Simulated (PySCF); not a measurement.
# A failing input for GaHO2

```python
from pyscf import gto, scf

mol = gto.M(
    atom='Ga 0.0093 0 0.0367; O 0.0136 0 1.6474; O -0.0993 0 -1.6716; H 0.7259 0 -2.1256',
    basis='def2-tzv2p',
    charge=0,
    spin=0,
    symmetry=True,
    verbose=3,
)
mf = scf.RHF(mol)
mf = mf.density_fit(auxbasis='def2-universal-jkfit')
mf.kernel()
mf.dip_moment()
print('orbital energies (hartree):', mf.mo_energy[..., max(0, mol.nelec[1]-3):mol.nelec[0]+3].round(4))
```

```bash
$ OMP_NUM_THREADS=1 python input.py
```

The log, shortened:

```
KeyError: 'Basis set def2-tzv2p does not exist'

During handling of the above exception, another exception occurred:

pyscf.lib.exceptions.BasisNotFoundError: def2-tzv2p
```

Question: Which setting is at fault, why, and what does a mended input give?

Answer: The basis set (def2-tzv2p): PySCF finds no basis of that name for these elements; a set that covers every element, with its core potential where it needs one, cures it. With this edit
```diff
-     basis='def2-tzv2p',
+     basis='6-31g*',
```
the run finishes: E(SCF) = -2073.224650 Eh, μ(SCF) = 5.01 D.
